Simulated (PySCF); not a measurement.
## Effect of structural changes

Method used: collinear spin-flip TDA BHandHLYP/def2-SVP, vertical, gas phase, core orbitals frozen in the response in PySCF. Geometry: GFN2-xTB.

Each molecule in one low-energy conformer. The parent is [CH3][Ge][F].

How does the spin-flip gap, low spin less high spin change along this series?
- [CH3][Ge][F] (base)
- [SiH3][GeH] (base)
- [F][Ge][GeH3] (base)
- [GeH2] (base)
- [CH3][GeH] (base)
- [Cl][GeH] (base)
- [F][GeH] (base)
- [CH3][Ge][SiH3] (base)
- [GeH][GeH3] (base)
- [F][Ge][F] (base)
- [F][Ge][Cl] (base)
- [F][Ge][SiH3] (base)


```tsv
molecule	low spin less high spin (eV)	reference ⟨S²⟩
[CH3][Ge][F]	-2.27	2.01
[SiH3][GeH]	-1.09	2.00
[F][Ge][GeH3]	-1.84	2.01
[GeH2]	-1.33	2.00
[CH3][GeH]	-1.38	2.00
[Cl][GeH]	-2.02	2.01
[F][GeH]	-2.52	2.01
[CH3][Ge][SiH3]	-1.14	2.00
[GeH][GeH3]	-1.17	2.00
[F][Ge][F]	-3.51	2.02
[F][Ge][Cl]	-3.36	2.01
[F][Ge][SiH3]	-1.68	2.01
```
The spin-flip gap, low spin less high spin is lowest for [F][Ge][F] and highest for [SiH3][GeH].
